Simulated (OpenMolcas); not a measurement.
Computed levels of 5d² in ions with 70 electrons, in cm-1 above ³F₂.

```yaml
Program: OpenMolcas
Method: SS-CASPT2, IPEA 0.25 Eh, imaginary shift 0.1 Eh
Basis: ANO-R3
Scalar_Hamiltonian: X2C, finite nucleus
Spin-orbit_coupling: state interaction with AMFI integrals over the reference wave functions, term energies averaged over their components
```

Active space for each ion: 2 electrons in 5 orbitals (5d); closed shells correlated by CASPT2: 5s 5p.

```csv
Level,Hf2+,Ta3+,W4+,Os6+,Ir7+
³F₃,3410,4890,6440,10120,12340
³F₄,6450,9070,11760,17810,21250
³P₀,9740,11870,13330,16440,17940
³P₁,11700,14570,17000,22640,25740
³P₂,14470,18740,23110,33040,38630
¹G₄,14710,18990,22720,31340,36180
¹S₀,26260,36060,43760,57990,65400
```

**Question.** Estimate ³F₄, ³P₀, ³P₁ for Re5+ from its neighbours W4+ and Os6+.

**Answer.** ³F₄ is fine structure, which grows about as the fourth power of a screened charge, so the fourth roots are averaged: ((11760^0.25 + 17810^0.25) / 2)^4 = 14550. The calculation gives 14620, so the estimate is off by -0.5 %.
³P₀ is another term, which grows about linearly with the charge: (13330 + 16440) / 2 = 14885. The calculation gives 14950, so the estimate is off by -0.4 %.
³P₁ is another term, which grows about linearly with the charge: (17000 + 22640) / 2 = 19820. The calculation gives 19760, so the estimate is off by +0.3 %.

Mixed levels, with the weight of the term that names them: W4+ ³P₂ (69 %), Re5+ ³P₂ (64 %), Os6+ ³P₂ (61 %), Ir7+ ³P₂ (58 %).

Term energies are means over components that CASPT2 splits; among the terms shown or strongly mixed into the levels shown the widest spread is 510 cm-1 (5d² ¹G, Hf2+). Configurations with an s electron lie low in 5d ions of this charge, fall among these levels and mix in, so low-spin terms can stand far too high, up to twice their true height, and weights are not those of the real levels (holds for Hf2+). Only configurations of the active space appear.
